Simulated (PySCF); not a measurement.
Simulated outer-valence photoelectron spectrum of `FC(F)(F)[SiH2]O`. Theory: EOM-IP-CCSD/aug-cc-pVDZ in PySCF, restricted Hartree–Fock reference, 10 core orbitals frozen, non-relativistic, gas phase, PBE0-D3(BJ)/def2-SVP geometry.

Each root has a Gaussian of 0.3 eV full width with its one-hole share as area; cross sections and vibrations are left out, and the highest printed point is 100.

ionisation energy (eV), intensity and a bar:
```
     11.3          1 
     11.4          5 ##
     11.5         21 ######
     11.6         45 ##############
     11.7         53 ################
     11.8         33 ##########
     11.9         11 ###
     12.0          2 #
     12.1          0 
     12.2          0 
     12.3          1 
     12.4          5 #
     12.5         19 ######
     12.6         44 #############
     12.7         53 ################
     12.8         35 ###########
     12.9         13 ####
     13.0          2 #
     13.1          0 
     13.2          0 
     13.3          0 
     13.4          1 
     13.5          6 ##
     13.6         23 #######
     13.7         47 ##############
     13.8         51 ###############
     13.9         31 #########
     14.0         14 ####
     14.1         20 ######
     14.2         42 #############
     14.3         53 ################
     14.4         36 ###########
     14.5         14 ####
     14.6          9 ###
     14.7         24 #######
     14.8         47 ##############
     14.9         51 ###############
     15.0         30 #########
     15.1         10 ###
     15.2          7 ##
     15.3         26 ########
     15.4         67 ####################
     15.5        100 ##############################
     15.6         86 ##########################
     15.7         42 #############
     15.8         12 ####
     15.9          2 #
     16.0          1 
     16.1          5 ##
     16.2         21 ######
     16.3         45 ##############
     16.4         51 ###############
     16.5         32 #########
     16.6         10 ###
     16.7          2 #
     16.8          0
```

Task: Where are the maxima, and how many lines lie under the curve?

Result: 7 maxima, at 11.7, 12.7, 13.8, 14.3, 14.9, 15.5 and 16.4 eV, from 8 lines. At this width some lines have no maximum of their own.

Task: List the lines with their holes.

Result: 
```tsv
E (eV)	leading hole (HF orbital)	area	Koopmans (eV)
11.68	HOMO	0.95	13.07
12.68	HOMO-1	0.95	13.62
13.76	HOMO-2	0.94	15.48
14.29	HOMO-3	0.94	15.75
14.86	HOMO-4	0.95	17.61
15.48	HOMO-7	0.95	18.09
15.56	HOMO-6	0.95	18.06
16.37	HOMO-5	0.93	17.80
```

The widest gap, 1.08 eV, lies between 12.68 and 13.76 eV. Only orbitals with −ε under 21 eV, eight at most, were ionised, so the high end of the curve may lack lines.

Shape of the structure used: `[OH:1][SiH2:2][C:3]([F:4])([F:5])[F:6]`: O1–Si2–C3–F4 -58°, H–O1–Si2–C3 66°.

One conformer stands for the species.
